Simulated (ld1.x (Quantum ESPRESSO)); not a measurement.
# u(r) = r·R(r): atom against pseudo-atom (C (Z = 6))

Columns: radius, all-electron u(r) and pseudo u(r) of the 2s shell (level -13.74 eV) of carbon in the configuration [He] 2s2 2p2; PBE, non-relativistic, PAW scheme, ld1.x (Quantum ESPRESSO) 7.5.

| r (bohr) | all-electron | pseudo |
| --- | --- | --- |
| 0.125 | 0.3482 | -0.1182 |
| 0.250 | 0.2422 | -0.2357 |
| 0.375 | 0.0039 | -0.3510 |
| 0.500 | -0.2413 | -0.4620 |
| 0.625 | -0.4483 | -0.5652 |
| 0.750 | -0.6063 | -0.6564 |
| 0.875 | -0.7159 | -0.7311 |
| 1.000 | -0.7827 | -0.7849 |
| 1.125 | -0.8147 | -0.8147 |
| 1.250 | -0.8197 | -0.8197 |
| 1.375 | -0.8047 | -0.8047 |
| 1.500 | -0.7757 | -0.7757 |
| 1.625 | -0.7373 | -0.7373 |
| 1.750 | -0.6931 | -0.6931 |
| 1.875 | -0.6458 | -0.6458 |
| 2.000 | -0.5975 | -0.5975 |
| 2.125 | -0.5496 | -0.5496 |
| 2.250 | -0.5030 | -0.5030 |
| 2.375 | -0.4585 | -0.4585 |
| 2.500 | -0.4166 | -0.4166 |
| 2.625 | -0.3774 | -0.3774 |
| 2.750 | -0.3410 | -0.3410 |
| 2.875 | -0.3075 | -0.3075 |
| 3.000 | -0.2768 | -0.2768 |
| 3.125 | -0.2488 | -0.2488 |
| 3.250 | -0.2233 | -0.2233 |

(1) How many radial nodes do the two functions have?

(2) At about which radius was the pseudo-wave matched?

(3) Is the pseudo-wave norm-conserving?

Answers

(1) The all-electron 2s function has n − l − 1 = 1; the pseudo-wave has 0, since the states of the same l below it are removed with the core.

(2) 1.15 bohr, where the columns begin to agree (steps of 0.12 bohr).

(3) No, it belongs to a PAW set: the norm inside the radius is not constrained, and the difference is carried by the augmentation charge.
